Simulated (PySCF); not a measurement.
A run for PySCF: R-M06-2X/def2-TZVPP on H2SSe2 (SMILES S[Se][SeH]), a point of a torsion scan.

```python
from pyscf import gto, dft

mol = gto.M(
    atom='''
    S     1.77140188   -0.48949703   -0.19240983
    Se   -0.09223956   -1.24757884   -1.16439883
    Se   -0.98763314    0.59546629   -2.17943747
    H     1.32329253    0.74560233    0.02897851
    H    -0.30403880    0.50117623   -3.46477032
    ''',
    basis='def2-tzvpp',
    charge=0, spin=0, verbose=4, max_memory=1800)
mf = dft.RKS(mol, xc='m062x').density_fit(auxbasis='def2-universal-jkfit')
mf.grids.level = 4
mf.conv_tol = 1e-9
mf.max_cycle = 150
mf.kernel()
mf.dip_moment()
```

It printed:

```
PySCF version 2.14.0

[INPUT] verbose = 4
[INPUT] num. atoms = 5
[INPUT] num. electrons = 86
[INPUT] charge = 0
[INPUT] spin (= nelec alpha-beta = 2S) = 0
[INPUT] symmetry False subgroup None
[INPUT] Mole.unit = angstrom
[INPUT] Symbol           X                Y                Z      unit          X                Y                Z       unit  Magmom
[INPUT]  1 S      1.771401880000  -0.489497030000  -0.192409830000 AA    3.347464409740  -0.925015325488  -0.363601882374 Bohr   0.0
[INPUT]  2 Se    -0.092239560000  -1.247578840000  -1.164398830000 AA   -0.174307506250  -2.357582326403  -2.200394888464 Bohr   0.0
[INPUT]  3 Se    -0.987633140000   0.595466290000  -2.179437470000 AA   -1.866356146144   1.125268204511  -4.118539923915 Bohr   0.0
[INPUT]  4 H      1.323292530000   0.745602330000   0.028978510000 AA    2.500660464383   1.408984201538   0.054761447398 Bohr   0.0
[INPUT]  5 H     -0.304038800000   0.501176230000  -3.464770320000 AA   -0.574550063241   0.947085814842  -6.547466989322 Bohr   0.0

nuclear repulsion = 516.402260202409
number of shells = 58
number of NR pGTOs = 301
number of NR cGTOs = 166
basis = def2-tzvpp
ecp = {}


******** <class 'pyscf.df.df_jk.DFRKS'> ********
method = DFRKS
initial guess = minao
damping factor = 0
level_shift factor = 0
DIIS = <class 'pyscf.scf.diis.CDIIS'>
diis_start_cycle = 1
diis_space = 8
diis_damp = 0
SCF conv_tol = 1e-09
SCF conv_tol_grad = None
SCF max_cycles = 150
direct_scf = False
XC library pyscf.dft.libxc version 7.1.2
    S. Lehtola, C. Steigemann, M. J. T. Oliveira, and M. A. L. Marques,  SoftwareX 7, 1–5 (2018)
XC functionals = m062x
    Y. Zhao and D. G. Truhlar,  Theor. Chem. Acc. 120, 215 (2008)
    Y. Zhao and D. G. Truhlar,  Theor. Chem. Acc. 120, 215 (2008)
radial grids:
    Treutler-Ahlrichs [JCP 102, 346 (1995); DOI:10.1063/1.469408] (M4) radial grids

becke partition: Becke, JCP 88, 2547 (1988); DOI:10.1063/1.454033
pruning grids: <function nwchem_prune>
grids dens level: 4
symmetrized grids: False
atomic radii adjust function: <function treutler_atomic_radii_adjust>
small_rho_cutoff = 0
Set gradient conv threshold to 3.16228e-05
Initial guess from minao.
tot grids = 120480
******** <class 'pyscf.df.df.DF'> ********
auxbasis = def2-universal-jkfit
init E= -5200.98552849975
  HOMO = -0.243652797196649  LUMO = -0.0983570899112394  gap/eV = 3.95370
cycle= 1 E= -5202.53497045665  delta_E= -1.55  |g|= 0.335  |ddm|= 2.21
  HOMO = -0.280039006204202  LUMO = -0.0565630073306096  gap/eV = 6.08109
cycle= 2 E= -5202.54616650911  delta_E= -0.0112  |g|= 0.264  |ddm|= 0.415
  HOMO = -0.27852833135163  LUMO = -0.0387159717735273  gap/eV = 6.52563
cycle= 3 E= -5202.55676812284  delta_E= -0.0106  |g|= 0.0362  |ddm|= 0.201
  HOMO = -0.280127844401139  LUMO = -0.0395546095200281  gap/eV = 6.54633
cycle= 4 E= -5202.5570875238  delta_E= -0.000319  |g|= 0.0162  |ddm|= 0.0513
  HOMO = -0.280182266835354  LUMO = -0.0389080990742876  gap/eV = 6.56540
cycle= 5 E= -5202.55716817823  delta_E= -8.07e-05  |g|= 0.00288  |ddm|= 0.0179
  HOMO = -0.280174297936536  LUMO = -0.0387455812338686  gap/eV = 6.56961
cycle= 6 E= -5202.55717157928  delta_E= -3.4e-06  |g|= 0.00127  |ddm|= 0.00504
  HOMO = -0.280133007011628  LUMO = -0.038780901719786  gap/eV = 6.56753
cycle= 7 E= -5202.55717207962  delta_E= -5e-07  |g|= 0.000339  |ddm|= 0.00161
  HOMO = -0.280160690169641  LUMO = -0.038789223375197  gap/eV = 6.56805
cycle= 8 E= -5202.55717213302  delta_E= -5.34e-08  |g|= 0.000138  |ddm|= 0.000652
  HOMO = -0.280146402558817  LUMO = -0.0387790942215744  gap/eV = 6.56794
cycle= 9 E= -5202.55717214107  delta_E= -8.06e-09  |g|= 3.17e-05  |ddm|= 0.000253
  HOMO = -0.280149861792399  LUMO = -0.0387804154612716  gap/eV = 6.56800
cycle= 10 E= -5202.5571721417  delta_E= -6.3e-10  |g|= 1.14e-05  |ddm|= 8.03e-05
  HOMO = -0.280147207463962  LUMO = -0.0387792965622644  gap/eV = 6.56796
Extra cycle  E= -5202.55717214173  delta_E= -2.82e-11  |g|= 1.05e-05  |ddm|= 2.37e-05
converged SCF energy = -5202.55717214173
Dipole moment(X, Y, Z, Debye): -0.26261,  0.88153, -0.71206
```

The calculation finished and met its thresholds.

Cost: roughly 17 core-seconds.
